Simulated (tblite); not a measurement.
C6H5N2 (doublet state).
Numbering: `[N:1]=[CH:2][c:3]1[cH:4][cH:5][cH:6][cH:7][n:8]1` (hydrogens: H9 on C2; H10 on C4; H11 on C5; H12 on C6; H13 on C7)
Bond orders are those of one Lewis drawing.

Computed with GFN2-xTB (tblite), gas phase: L-BFGS steps from a force-field or distance-geometry start until the largest atomic force falls under 0.01 eV/Å.

Step 1: E = -574.5767 eV
```
atom  x, y, z in Å  |  force x, y, z in eV/Å
N1     -3.1920    0.3272   -0.5099   -0.234   0.073  -0.041
C2     -2.3423   -0.5281   -0.3689    0.874  -1.346   0.295
C3     -0.8408   -0.3066   -0.3312    0.198   0.376  -0.108
C4     -0.3604    1.0137   -0.4924   -0.502  -0.610   0.159
C5      1.0024    1.2147   -0.4546    0.424  -0.180  -0.061
C6      1.8534    0.1259   -0.2858   -0.385  -0.216   0.042
C7      1.2751   -1.1414   -0.1421    0.586   0.516   0.026
N8     -0.0193   -1.3438   -0.1599   -0.971   0.470  -0.124
H9     -2.5726   -1.6496   -0.2237    0.201   1.229  -0.181
H10    -1.0502    1.8423   -0.6186    0.033  -0.280   0.008
H11     1.4111    2.2085   -0.5755   -0.025  -0.009   0.028
H12     2.9253    0.2484   -0.2567   -0.053  -0.014  -0.008
H13     1.9060   -2.0105    0.0084   -0.145  -0.010  -0.035
```

Step 2: E = -574.6261 eV
```
atom  x, y, z in Å  |  force x, y, z in eV/Å
N1     -3.1922    0.3252   -0.5099    0.506  -0.658   0.088
C2     -2.3336   -0.5428   -0.3655    0.060  -0.043   0.071
C3     -0.8387   -0.3022   -0.3326   -0.193   0.110  -0.063
C4     -0.3665    1.0058   -0.4902    0.190   0.063   0.072
C5      1.0077    1.2125   -0.4555   -0.287  -0.096  -0.077
C6      1.8485    0.1232   -0.2852    0.136   0.001   0.028
C7      1.2821   -1.1351   -0.1416   -0.399  -0.012   0.047
N8     -0.0313   -1.3371   -0.1616    0.167   0.223  -0.048
H9     -2.5699   -1.6333   -0.2261    0.136   0.723  -0.109
H10    -1.0499    1.8386   -0.6185    0.006  -0.268   0.011
H11     1.4107    2.2083   -0.5752   -0.020  -0.027   0.024
H12     2.9245    0.2482   -0.2567   -0.152  -0.035  -0.009
H13     1.9041   -2.0106    0.0080   -0.152   0.020  -0.034
```

Step 3: E = -574.6474 eV
```
atom  x, y, z in Å  |  force x, y, z in eV/Å
N1     -3.1833    0.3128   -0.5084   -0.014  -0.112   0.005
C2     -2.3294   -0.5493   -0.3630    0.441   0.101   0.035
C3     -0.8409   -0.2986   -0.3343   -0.101  -0.032  -0.011
C4     -0.3661    1.0032   -0.4881    0.136   0.233   0.012
C5      1.0055    1.2100   -0.4572   -0.126  -0.009  -0.047
C6      1.8486    0.1220   -0.2845    0.049   0.078   0.006
C7      1.2787   -1.1326   -0.1407   -0.315  -0.116   0.044
N8     -0.0339   -1.3303   -0.1631    0.215   0.026  -0.018
H9     -2.5665   -1.6143   -0.2290    0.061   0.079  -0.017
H10    -1.0496    1.8326   -0.6183   -0.034  -0.182   0.006
H11     1.4102    2.2077   -0.5746   -0.055  -0.086   0.021
H12     2.9217    0.2475   -0.2570   -0.067  -0.029  -0.005
H13     1.9008   -2.0103    0.0072   -0.189   0.048  -0.031
```

Q: Estimate the geometry and energy of step 4. (The exact step hangs on the optimiser's Hessian estimate; all steps are aligned on step 3, rigid shifts and turns removed.)

A: E = -574.6536 eV, largest force 0.419 eV/Å
```
atom  x, y, z in Å  |  force x, y, z in eV/Å
N1     -3.1818    0.3080   -0.5080    0.116  -0.205   0.027
C2     -2.3194   -0.5510   -0.3613    0.123   0.399  -0.035
C3     -0.8429   -0.2978   -0.3350    0.118   0.077   0.000
C4     -0.3644    1.0058   -0.4871   -0.018  -0.007   0.014
C5      1.0034    1.2090   -0.4585    0.073   0.029  -0.020
C6      1.8488    0.1228   -0.2842   -0.102  -0.021   0.008
C7      1.2733   -1.1333   -0.1397    0.037   0.058   0.017
N8     -0.0322   -1.3276   -0.1640   -0.070  -0.072  -0.011
H9     -2.5644   -1.6066   -0.2302    0.043  -0.141   0.016
H10    -1.0501    1.8276   -0.6181   -0.101  -0.051  -0.007
H11     1.4091    2.2061   -0.5740   -0.045  -0.060   0.011
H12     2.9198    0.2468   -0.2571   -0.003  -0.019  -0.002
H13     1.8965   -2.0094    0.0064   -0.170   0.013  -0.019
```

The energy changes by -0.0062 eV. The first-order estimate −F·Δx gives -0.0115 eV and the mean of the old and new forces, exact on a quadratic surface, -0.0062 eV. The step makes an angle of 33° with the force vector and moves no atom by more than 0.010 Å.

The cost below is that of the whole relaxation. The run took 0.38 s wall on one thread, Intel Xeon at 2.50 GHz (x86_64), no GPU, shared host with 64 logical CPUs at a one-minute load of 5.5.
